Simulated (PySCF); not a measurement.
This PySCF input asks for the NMR shieldings of `InChI=1S/C7H13NSi/c8-5-7(9)4-6-2-1-3-6/h6-7H,1-4H2,9H3/t7-/m0/s1`; the geometry comes from GFN2-xTB.

```python
import basis_set_exchange as bse
import numpy as np
from pyscf import gto, dft
from pyscf.prop import nmr

atoms = """
N     1.764768   -2.426693   -1.673074
C     1.614311   -1.666551   -0.829770
C     1.459544   -0.696670    0.210338
Si    3.204295   -0.116838    0.774085
C     0.582248    0.467231   -0.271502
C    -0.835421    0.010869   -0.583947
C    -1.728924   -0.371140    0.611596
C    -2.848830    0.507526    0.034462
C    -1.846697    1.108730   -0.962219
H     0.960101   -1.192674    1.050242
H     3.855971    0.555131   -0.347796
H     2.982909    0.814715    1.881972
H     3.962943   -1.285214    1.211917
H     0.554532    1.237582    0.503811
H     1.023197    0.910630   -1.168523
H    -0.802332   -0.783923   -1.332799
H    -1.959529   -1.429088    0.720023
H    -1.345313    0.007141    1.558590
H    -3.312015    1.207803    0.726564
H    -3.628892   -0.073637   -0.452722
H    -2.159980    1.131951   -2.003512
H    -1.507296    2.102503   -0.673964
"""
names = dict.fromkeys(["N", "C", "Si", "H"], "pcSseg-1")
basis = {el: gto.basis.parse(bse.get_basis(n, elements=[el], fmt="nwchem")) for el, n in names.items()}
mol = gto.M(atom=atoms, basis=basis, charge=0, verbose=0)
mf = dft.RKS(mol, xc="PBE0")
mf.grids.level = 2
mf.grids.alignment = dft.numint.BLKSIZE   # the property module wants whole blocks of grid points
mf.conv_tol = 1e-9
mf.kernel()

calc = nmr.RKS(mf)   # GIAO
C = mf.mo_coeff
Co = C[:, mf.mo_occ > 0]
resp = mf.gen_response(singlet=True, hermi=2)
def vind(x):   # induced exchange potential for any number of trial vectors
    d = np.einsum("pi,xij,qj->xpq", C, 2 * x.reshape(-1, C.shape[1], Co.shape[1]), Co, optimize=True)
    return np.einsum("xpq,pi,qj->xij", resp(d - d.transpose(0, 2, 1)), C, Co, optimize=True).ravel()
mo1, _ = nmr.rhf.solve_mo1(calc, with_cphf=vind)
sigma = calc.kernel(mo1)
for i, s in enumerate(sigma):   # ppm
    print("%2d %-2s %9.2f" % (i, mol.atom_pure_symbol(i), np.trace(s) / 3))
```

Problem. What are the results?

Solution. 
```
 0 N     -29.70
 1 C      61.18
 2 C     178.62
 3 Si    408.79
 4 C     144.73
 5 C     152.63
 6 C     159.63
 7 C     170.36
 8 C     159.38
 9 H      30.03
10 H      27.74
11 H      27.83
12 H      27.52
13 H      30.49
14 H      29.95
15 H      28.80
16 H      29.43
17 H      30.28
18 H      29.85
19 H      29.63
20 H      29.46
21 H      30.02
```

These numbers come from an equivalent density-fitted implementation of the same equations, which agrees with the script to about 0.01 ppm for H and up to a few tenths of a ppm for heavy atoms, so last digits may differ.

Problem. Turn these shieldings into chemical shifts. Scale: 15N (σ = 267.73 ppm) vs NH3; 13C (σ = 186.93 ppm), 29Si (σ = 349.16 ppm), 1H (σ = 31.72 ppm) vs TMS (reference shieldings calculated alike).

Solution. Averaging equivalent atoms: N 0: 297.4; C 1: 125.7; C 4: 42.2; C 5: 34.3; C 8: 27.5; C 6: 27.3; C 7: 16.6; C 2: 8.3; Si 3: -59.6; H 10/11/12: 4.02; H 15: 2.92; H 16: 2.29; H 20: 2.26; H 19: 2.09; H 18: 1.87; H 14: 1.77; H 21: 1.70; H 9: 1.69; H 17: 1.44; H 13: 1.23 ppm. Experimental scales use liquid or dissolved standards, which lie at an offset from isolated NH3 (liquid NH3: subtract about 20 ppm). Unscaled 15N shifts of sp2 nitrogen come out 20 to 40 ppm too high even then.

Size and cost of the density-fitted run: 225 basis functions, 2.6 min wall time on 1 thread of an Intel Xeon, shared host; peak memory 1.1 GiB.
